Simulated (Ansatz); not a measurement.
A run for Ansatz (an electronic-structure program): R-CCSD(T)/cc-pVTZ on GeH4O (SMILES [OH][GeH3]), a point of a torsion scan. The run froze 15 orbitals, filled d shells among them.

Ansatz 0.2 input:
```yaml
crystal:
  periodic: [false, false, false]
  atoms:
    - {symbol: O, position_ang: [1.16392690, -0.44607310, -0.38990822]}
    - {symbol: Ge, position_ang: [-0.44940093, 0.02577269, 0.03747271]}
    - {symbol: H, position_ang: [1.89326570, 0.03354841, -0.00324679]}
    - {symbol: H, position_ang: [-0.67495723, 1.45634831, -0.35968945]}
    - {symbol: H, position_ang: [-0.64420345, -0.13823325, 1.51745615]}
    - {symbol: H, position_ang: [-1.27430023, -0.92337834, -0.75485389]}
basis:
  gaussian:
    orbitals: cc-pVTZ
magnetization: {spin_polarized: false}
correlation: {method: ccsd_t, electrons: outside_noble_gas}
scf: {lower_state_search: off}
```

The log:

```
WARN ansatz: RAYON_NUM_THREADS=1 ignored (pool sized by the plan → 1); use --threads N
Functional definition: HF
these checks for a lower state are left out or cut short: stability, starts, cluster_reference, orbital_swaps, neighbouring_geometries, increment
integrals: 0.23 GiB planned
764 factors; integrals over basis functions are off by at most 8.4e-4 eV
mean field: 0.30 GiB planned
mean field evaluation 1: about -58573.7735 eV, gradient 3.6e1 eV
mean field evaluation 2: about -58573.8310 eV, gradient 3.6e1 eV
mean field evaluation 4: about -58576.2610 eV, gradient 2.2e0 eV
mean field evaluation 8: about -58576.2809 eV, gradient 6.8e-2 eV
mean field -58576.28089747 eV, -2152.6386185526 hartree, gradient 2.9e-6 eV, S^2 0.000000; 0 other end points of the search recorded, 0 dependent functions left out
15 core orbitals not correlated
reference -58576.28089747 eV, -2152.6386185526 hartree; 7, 7 occupied and 107, 107 virtual orbitals, 764 factors
second order -10.17384452 eV of doubles, -0.00000000 eV of singles
coupled cluster: 0.56 GiB planned
cycle   1  -10.45004939 eV  change   -2.8e-1 eV  update   7.0e-2
cycle   2  -10.72899563 eV  change   -2.8e-1 eV  update   2.1e-2
cycle   3  -10.78805354 eV  change   -5.9e-2 eV  update   1.0e-2
cycle   4  -10.78098779 eV  change    7.1e-3 eV  update   2.0e-3
cycle   5  -10.78132510 eV  change   -3.4e-4 eV  update   9.0e-4
cycle   6  -10.78151446 eV  change   -1.9e-4 eV  update   2.4e-4
cycle   7  -10.78138686 eV  change    1.3e-4 eV  update   9.6e-5
cycle   8  -10.78138171 eV  change    5.2e-6 eV  update   3.3e-5
cycle   9  -10.78139206 eV  change   -1.0e-5 eV  update   1.1e-5
perturbative correction -0.32815749 eV, -0.0120595652 hartree
Total energy: -58587.39044701 eV, -2153.0468869680 hartree
Checks for a lower state left out: stability, starts, cluster_reference, orbital_swaps, neighbouring_geometries, increment
```

The run converged.

Cost: roughly 6 core-seconds.
